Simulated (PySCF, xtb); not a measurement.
Sn(Br)(Me) (CH3BrSn), SMILES [CH3][Sn][Br] (connectivity only; charge and spin as stated), neutral, multiplicity 1.

GFN2-xTB (xtb) at its own geometry gives an orbital gap of 3.02 eV and a dipole moment of 7.33 D.

Geometry: B3LYP-D3(BJ)/def2-SVP. The def2 effective core potentials stand for the cores of Sn; spin–orbit coupling is left out.

Q: What does PBE0/def2-TZVPD run with PySCF give? (Estimate from the structure and the level; the computed values follow.)

A: gap 3.84 eV (levels -6.73 and -2.89 eV), dipole 3.14 D.
